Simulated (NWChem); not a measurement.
System: HfNHCl$_{2}$; SMILES [NH]=[Hf]([Cl])[Cl]

Here is an NWChem input.

```
start job
memory heap 200 mb stack 900 mb global 1100 mb
geometry units angstroms noautoz
  Hf    -0.167411     0.007653     0.405432
  N     -1.931600     0.055721     0.038994
  H     -2.924217     0.093863    -0.167973
  Cl     0.929137     2.041089    -0.161857
  Cl     0.816276    -2.083045    -0.161636
end
basis spherical
  * library def2-svp
end
ecp
  Hf library def2-ecp
end
dft
  xc r2scan
  grid xfine
  iterations 150
  mulliken
end
task dft gradient
```

NWChem printed, in part:

```
             Northwest Computational Chemistry Package (NWChem) 7.3.0
             --------------------------------------------------------

 C1  symmetry detected

                             Geometry "geometry" -> ""
                             -------------------------

 Output coordinates in angstroms (scale by  1.889725989 to convert to a.u.)

  No.       Tag          Charge          X              Y              Z
 ---- ---------------- ---------- -------------- -------------- --------------
    1 Hf                  72.0000    -0.21488875    -0.00000380     0.15527461
    2 N                    7.0000    -1.86445069     0.00014924    -0.57128961
    3 H                    1.0000    -2.79270272     0.01132793    -0.98092586
    4 Cl                  17.0000     0.92146122     2.06248310    -0.18229438
    5 Cl                  17.0000     0.92064747    -2.06319481    -0.18240083

 Effective nuclear repulsion energy (a.u.)     787.0045043467

                                 NWChem DFT Module
                                 -----------------

 Summary of "ao basis" -> "ao basis" (spherical)
 ------------------------------------------------------------------------------
       Tag                 Description            Shells   Functions and Types
 ---------------- ------------------------------  ------  ---------------------
 Hf                         def2-svp                12       32   6s3p2d1f
 N                          def2-svp                 6       14   3s2p1d
 H                          def2-svp                 3        5   2s1p
 Cl                         def2-svp                 8       18   4s3p1d

            General Information
            -------------------
          SCF calculation type: DFT
          Wavefunction type:  closed shell.
          No. of atoms     :     5
          No. of electrons :    54
           Alpha electrons :    27
            Beta electrons :    27
          Charge           :     0
          Spin multiplicity:     1
          Use of symmetry is: off; symmetry adaption is: off
          Maximum number of iterations: 150
          AO basis - number of functions:    87
                     number of shells:    37
          Convergence on energy requested:  1.00D-06
          Convergence on density requested:  1.00D-05
          Convergence on gradient requested:  5.00D-04

              XC Information
              --------------
                      r^2SCAN Method XC Functional
               r^2SCAN metaGGA Exchange Functional  1.000
                     r^2SCAN Correlation Potential  1.000

             Grid Information
             ----------------
          Grid used for XC integration:  xfine
          Radial quadrature: Mura-Knowles
          Angular quadrature: Lebedev.
          Tag              B.-S. Rad. Rad. Pts. Rad. Cut. Ang. Pts.
          ---              ---------- --------- --------- ---------
          Hf                  1.55      205          10.0      1454
          N                   0.65      100          10.0      1454
          H                   0.35      100          12.0      1202
          Cl                  1.00      125          12.0      1454
          Grid pruning is: on
          Number of quadrature shells:   655
          Spatial weights used:  Erf1

      Superposition of Atomic Density Guess
      -------------------------------------

 Sum of atomic energies:       -1025.32873929

      Non-variational initial energy
      ------------------------------

 Total energy =   -1020.989868
 1-e energy   =   -1818.000241
 2-e energy   =     598.351328
 HOMO         =      -0.366112
 LUMO         =      -0.081318

     ---------------------------------------------
      Total Density - Mulliken Population Analysis
     ---------------------------------------------

    Atom       Charge   Shell Charges
 -----------   ------   -------------------------------------------------------
    1 Hf  12     9.76   0.03 -0.29  1.74  0.53  0.34  0.05  5.47  0.60  0.11  0.86  0.23  0.10
    2 N    7     8.30   1.99  1.11  0.56  2.81  1.82  0.01
    3 H    1     0.79   0.61  0.13  0.05
    4 Cl  17    17.57   2.00  1.99  1.23  0.73  5.94  2.22  3.46  0.01
    5 Cl  17    17.57   2.00  1.99  1.23  0.73  5.94  2.22  3.46  0.01

   convergence    iter        energy       DeltaE   RMS-Dens  Diis-err
 ---------------- ----- ----------------- --------- --------- ---------
 d= 0,ls=0.0,diis     1  -1023.2231067988 -1.22D+03  5.33D-02  1.97D+00
 d= 0,ls=0.0,diis     2  -1018.2037769023  5.02D+00  4.65D-02  3.05D+01
 d= 0,ls=0.0,diis     3  -1023.5151259094 -5.31D+00  2.57D-03  5.58D-02
 d= 0,ls=0.0,diis     4  -1023.5197052979 -4.58D-03  1.22D-03  1.04D-02
 d= 0,ls=0.0,diis     5  -1023.5207893453 -1.08D-03  5.61D-04  3.41D-03
  Resetting Diis
 d= 0,ls=0.0,diis     6  -1023.5212112713 -4.22D-04  1.86D-04  2.16D-04
 d= 0,ls=0.0,diis     7  -1023.5212432736 -3.20D-05  1.38D-04  2.55D-05
 d= 0,ls=0.0,diis     8  -1023.5212147081  2.86D-05  1.08D-04  2.47D-04
 d= 0,ls=0.0,diis     9  -1023.5212461745 -3.15D-05  1.98D-05  3.93D-06
 d= 0,ls=0.0,diis    10  -1023.5212466605 -4.86D-07  4.98D-06  2.29D-07

         Total DFT energy =    -1023.521246660482
      One electron energy =    -1821.754038289398
           Coulomb energy =      669.293295841045
    Exchange-Corr. energy =      -69.719548791438
 Nuclear repulsion energy =      198.659044579309

 Numeric. integr. density =       53.999999917065

                       DFT Final Molecular Orbital Analysis
                       ------------------------------------

 Vector   25  Occ=2.000000D+00  E=-2.977626D-01
              MO Center=  8.1D-01, -2.9D-02, -1.7D-01, r^2= 5.4D+00
   Bfn.  Coefficient  Atom+Function         Bfn.  Coefficient  Atom+Function
  ----- ------------  ---------------      ----- ------------  ---------------
    80     -0.435303  5 Cl px                62      0.429202  4 Cl px
    77     -0.314488  5 Cl px                59      0.309744  4 Cl px
    74     -0.184725  5 Cl px                56      0.181954  4 Cl px
     8      0.112383  1 Hf py                64     -0.091699  4 Cl pz
    82      0.089056  5 Cl pz                81     -0.078695  5 Cl py

 Vector   26  Occ=2.000000D+00  E=-2.519698D-01
              MO Center= -1.4D+00,  6.9D-04, -3.7D-01, r^2= 2.0D+00
   Bfn.  Coefficient  Atom+Function         Bfn.  Coefficient  Atom+Function
  ----- ------------  ---------------      ----- ------------  ---------------
    38      0.448434  2 N  pz                41     -0.333485  2 N  pz
    18      0.254177  1 Hf d  0              19     -0.247402  1 Hf d  1
    36     -0.178733  2 N  px                39      0.136268  2 N  px
    20     -0.133196  1 Hf d  2              63     -0.100027  4 Cl py
    81      0.099265  5 Cl py                 7     -0.081935  1 Hf px

 Vector   27  Occ=2.000000D+00  E=-2.335198D-01
              MO Center= -1.3D+00, -5.3D-03, -4.3D-01, r^2= 2.7D+00
   Bfn.  Coefficient  Atom+Function         Bfn.  Coefficient  Atom+Function
  ----- ------------  ---------------      ----- ------------  ---------------
    37      0.495644  2 N  py                40     -0.379327  2 N  py
    16      0.246897  1 Hf d -2              81      0.170152  5 Cl py
    63      0.168397  4 Cl py                17      0.136292  1 Hf d -1
     8      0.129267  1 Hf py                82      0.114041  5 Cl pz
    64     -0.112382  4 Cl pz                78      0.091225  5 Cl py

 Vector   28  Occ=0.000000D+00  E=-1.339382D-01
              MO Center= -3.3D-01,  2.7D-04,  6.7D-01, r^2= 3.0D+00
   Bfn.  Coefficient  Atom+Function         Bfn.  Coefficient  Atom+Function
  ----- ------------  ---------------      ----- ------------  ---------------
    18      0.569376  1 Hf d  0               5      0.418323  1 Hf s
     6      0.371407  1 Hf s                 19      0.301108  1 Hf d  1
     3     -0.283131  1 Hf s                 15      0.181512  1 Hf pz
     2      0.170653  1 Hf s                 23      0.153797  1 Hf d  0
     4     -0.148364  1 Hf s                  9     -0.103207  1 Hf pz

 Vector   29  Occ=0.000000D+00  E=-8.570906D-02
              MO Center= -1.5D-01,  8.2D-04,  3.3D-01, r^2= 2.7D+00
   Bfn.  Coefficient  Atom+Function         Bfn.  Coefficient  Atom+Function
  ----- ------------  ---------------      ----- ------------  ---------------
    17      0.842988  1 Hf d -1              22      0.208508  1 Hf d -1
    64     -0.195323  4 Cl pz                82      0.194897  5 Cl pz
    16     -0.173921  1 Hf d -2              63     -0.159355  4 Cl py
    81     -0.159400  5 Cl py                14      0.144037  1 Hf py
    61     -0.117112  4 Cl pz                79      0.116858  5 Cl pz

 Vector   30  Occ=0.000000D+00  E=-4.741434D-02
              MO Center= -4.3D-02, -7.0D-04,  4.0D-01, r^2= 4.1D+00
   Bfn.  Coefficient  Atom+Function         Bfn.  Coefficient  Atom+Function
  ----- ------------  ---------------      ----- ------------  ---------------
    19      0.642147  1 Hf d  1              15     -0.402927  1 Hf pz
    20      0.389882  1 Hf d  2               6     -0.242487  1 Hf s
    41     -0.228984  2 N  pz                38      0.189634  2 N  pz
    24      0.185176  1 Hf d  1              35      0.183672  2 N  s
    64      0.175634  4 Cl pz                82      0.175746  5 Cl pz

     ---------------------------------------------
      Total Density - Mulliken Population Analysis
     ---------------------------------------------

    Atom       Charge   Shell Charges
 -----------   ------   -------------------------------------------------------
    1 Hf  12    11.14   0.03 -0.30  1.80  0.49  0.37 -0.02  5.53  0.55  0.19  1.96  0.42  0.11
    2 N    7     7.36   1.99  1.02  0.58  2.32  1.45  0.01
    3 H    1     0.87   0.72  0.11  0.05
    4 Cl  17    17.31   2.00  1.99  1.23  0.74  5.93  2.13  3.28  0.01
    5 Cl  17    17.31   2.00  1.99  1.23  0.74  5.93  2.13  3.28  0.01

     -------------------------------------------
      Total Density - Lowdin Population Analysis
     -------------------------------------------

    Atom       Charge   Shell Charges
 -----------   ------   -------------------------------------------------------
    1 Hf  12    12.05   0.00  0.03  1.08  0.79  0.34  0.14  4.91  1.26  0.40  1.85  0.99  0.27
    2 N    7     7.14   1.97  0.79  0.51  2.15  1.71  0.02
    3 H    1     0.92   0.58  0.21  0.13
    4 Cl  17    16.94   2.00  1.96  1.02  0.76  5.82  2.26  3.12  0.01
    5 Cl  17    16.94   2.00  1.96  1.02  0.76  5.82  2.26  3.12  0.01

     Multipole analysis of the density
     ---------------------------------

     L   x y z        total         alpha         beta         nuclear
     -   - - -        -----         -----         ----         -------
     0   0 0 0      0.000000    -27.000000    -27.000000     54.000000

     1   1 0 0     -0.579099    -12.471975    -12.471975     24.364852
     1   0 1 0      0.008601      0.004085      0.004085      0.000431
     1   0 0 1      1.180258      9.392923      9.392923    -17.605588

     2   2 0 0    -40.498270   -130.113201   -130.113201    219.728131
     2   1 1 0     -0.037687      0.010048      0.010048     -0.057782
     2   1 0 1     -0.236291     -7.411425     -7.411425     14.586559
     2   0 2 0    -47.461367   -282.062347   -282.062347    516.663326
     2   0 1 1     -0.014288      0.003171      0.003171     -0.020629
     2   0 0 2    -35.877378    -26.271165    -26.271165     16.664953

            General Information
            -------------------
          SCF calculation type: DFT
          Wavefunction type:  closed shell.
          No. of atoms     :     5
          No. of electrons :    54
           Alpha electrons :    27
            Beta electrons :    27
          Charge           :     0
          Spin multiplicity:     1
          Use of symmetry is: off; symmetry adaption is: off
          Maximum number of iterations: 150
          AO basis - number of functions:    87
                     number of shells:    37
          Convergence on energy requested:  1.00D-06
          Convergence on density requested:  1.00D-05
          Convergence on gradient requested:  5.00D-04

              XC Information
              --------------
                      r^2SCAN Method XC Functional
               r^2SCAN metaGGA Exchange Functional  1.000
                     r^2SCAN Correlation Potential  1.000

             Grid Information
             ----------------
          Grid used for XC integration:  xfine
          Radial quadrature: Mura-Knowles
          Angular quadrature: Lebedev.
          Tag              B.-S. Rad. Rad. Pts. Rad. Cut. Ang. Pts.
          ---              ---------- --------- --------- ---------
          Hf                  1.55      205          10.0      1454
          N                   0.65      100          10.0      1454
          H                   0.35      100          12.0      1202
          Cl                  1.00      125          12.0      1454
          Grid pruning is: on
          Number of quadrature shells:   655
          Spatial weights used:  Erf1

          Convergence Information
          -----------------------
          Convergence aids based upon iterative change in
          total energy or number of iterations.
          Levelshifting, if invoked, occurs when the
          HOMO/LUMO gap drops below (HL_TOL):  1.00D-02
          DIIS, if invoked, will attempt to extrapolate
          using up to (NFOCK): 10 stored Fock matrices.

                    Damping( 0%)  Levelshifting(0.5)       DIIS
                  --------------- ------------------- ---------------
          dE  on:    start            ASAP                start
          dE off:    2 iters        150 iters           150 iters

                            NWChem DFT Gradient Module
                            --------------------------

  charge          =   0.00
  wavefunction    = closed shell

                         DFT ENERGY GRADIENTS

    atom               coordinates                        gradient
                 x          y          z           x          y          z
   1 Hf     -0.406081  -0.000007   0.293426   -0.007027   0.000090  -0.003320
   2 N      -3.523301   0.000282  -1.079581    0.008470  -0.000259  -0.001963
   3 H      -5.277443   0.021407  -1.853681    0.000043   0.000173   0.004023
   4 Cl      1.741309   3.897528  -0.344486   -0.000750  -0.001248   0.000618
   5 Cl      1.739771  -3.898873  -0.344688   -0.000737   0.001244   0.000643
```

Level: r2SCAN/def2-SVP with def2 effective core potentials on Hf. Geometry: optimised at PBE0/def2-SVP. def2 effective core potentials on Hf; no spin-orbit coupling.
